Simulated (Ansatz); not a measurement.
`F[SiH]1[BH][GeH2]1` and `[BH]1[SiH2][GeH2]1` differ in one atom or group.

Ansatz, PBE0-D4/def2-TZVP geometries, multiplicity 1. 

Scalar relativity is left out up to krypton.

```tsv
property	`F[SiH]1[BH][GeH2]1`
LUMO energy (ωB97M-V/def2-TZVPP) / eV	-0.70
LUMO energy (B3LYP/def2-TZVPP) / eV	-2.67
size of the dipole moment (PBE/def2-TZVPP) / D	1.51
size of the dipole moment (B3LYP/def2-TZVPP) / D	1.57
HOMO energy (PBE/def2-TZVPP) / eV	-5.71
HOMO energy (PBE0/def2-TZVPP) / eV	-6.49
```

Give the same properties after the change, and the shifts. (Estimate.)

Computed: 
```json
{"property": "LUMO energy (ωB97M-V/def2-TZVPP) / eV", "`[BH]1[SiH2][GeH2]1`": "-0.20", "shift": "0.50"}
{"property": "LUMO energy (B3LYP/def2-TZVPP) / eV", "`[BH]1[SiH2][GeH2]1`": "-2.13", "shift": "0.54"}
{"property": "size of the dipole moment (PBE/def2-TZVPP) / D", "`[BH]1[SiH2][GeH2]1`": "0.87", "shift": "-0.64"}
{"property": "size of the dipole moment (B3LYP/def2-TZVPP) / D", "`[BH]1[SiH2][GeH2]1`": "0.85", "shift": "-0.72"}
{"property": "HOMO energy (PBE/def2-TZVPP) / eV", "`[BH]1[SiH2][GeH2]1`": "-5.75", "shift": "-0.04"}
{"property": "HOMO energy (PBE0/def2-TZVPP) / eV", "`[BH]1[SiH2][GeH2]1`": "-6.52", "shift": "-0.03"}
```

Dipoles are sizes alone; their direction can turn.

B3LYP here is the variant with VWN-RPA as its local correlation; programs differ in this.
